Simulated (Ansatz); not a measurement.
Gas-phase reaction 4 R1 + R2 → 4 P1 + P2, each structure at its B3LYP-D3(BJ)/def2-TZVP stationary point, reached from a drawn start (curvature not checked).
P1: H2 (SMILES [H][H]), charge 0, multiplicity 1.
R1, HCl (SMILES Cl) (charge 0, multiplicity 1):
```xyz
2

Cl     0.00000     0.00000     0.64101
H      0.00000     0.00000    -0.64101
```
R2, SiH4 (SMILES [SiH4]) (charge 0, multiplicity 1):
```
atom    x (Å)    y (Å)    z (Å)
----  -------  -------  -------
Si     0.0000   0.0000   0.0000
H      0.8547   0.8547   0.8547
H     -0.8547  -0.8547   0.8547
H     -0.8547   0.8547  -0.8547
H      0.8547  -0.8547  -0.8547
```
P2: SiCl4 (SMILES Cl[Si](Cl)(Cl)Cl), charge 0, multiplicity 1.

P less R. No zero-point or thermal terms.

Frozen-core correlation throughout.

Programs: Ansatz (Gaussian basis) for Hartree–Fock, density functionals and correlated methods. All values are computed, each at the level named.

Total energies in hartree:

```json
[
 {"structure": "P1", "PBE/def2-TZVPP": "-1.166122", "PBE0/def2-TZVPP": "-1.168485", "CCSD(T)/cc-pV(Q+d)Z": "-1.173794"},
 {"structure": "R1", "PBE/def2-TZVPP": "-460.627412", "PBE0/def2-TZVPP": "-460.665459", "CCSD(T)/cc-pV(Q+d)Z": "-460.363836"},
 {"structure": "R2", "PBE/def2-TZVPP": "-291.721620", "PBE0/def2-TZVPP": "-291.756591", "CCSD(T)/cc-pV(Q+d)Z": "-291.452235"},
 {"structure": "P2", "PBE/def2-TZVPP": "-2129.674109", "PBE0/def2-TZVPP": "-2129.849609", "CCSD(T)/cc-pV(Q+d)Z": "-2128.322942"}
]
```

**Question.** Work out the reaction energy at each level in kJ/mol (1 hartree = 2625.49964 kJ/mol), and say how far PBE/def2-TZVPP lies from CCSD(T)/cc-pV(Q+d)Z.

**Answer.** 
- PBE/def2-TZVPP: 4 × (-1.166122) + (-2129.674109) − (-291.721620) − 4 × (-460.627412) = -0.107329 hartree = -281.8 kJ/mol
- PBE0/def2-TZVPP: 4 × (-1.168485) + (-2129.849609) − (-291.756591) − 4 × (-460.665459) = -0.105122 hartree = -276.0 kJ/mol
- CCSD(T)/cc-pV(Q+d)Z: 4 × (-1.173794) + (-2128.322942) − (-291.452235) − 4 × (-460.363836) = -0.110539 hartree = -290.2 kJ/mol
PBE/def2-TZVPP less CCSD(T)/cc-pV(Q+d)Z: 8.4 kJ/mol. CCSD(T)/cc-pV(Q+d)Z is the level counted from, the highest shown, and no exact or measured value.

Ansatz is an electronic-structure program.
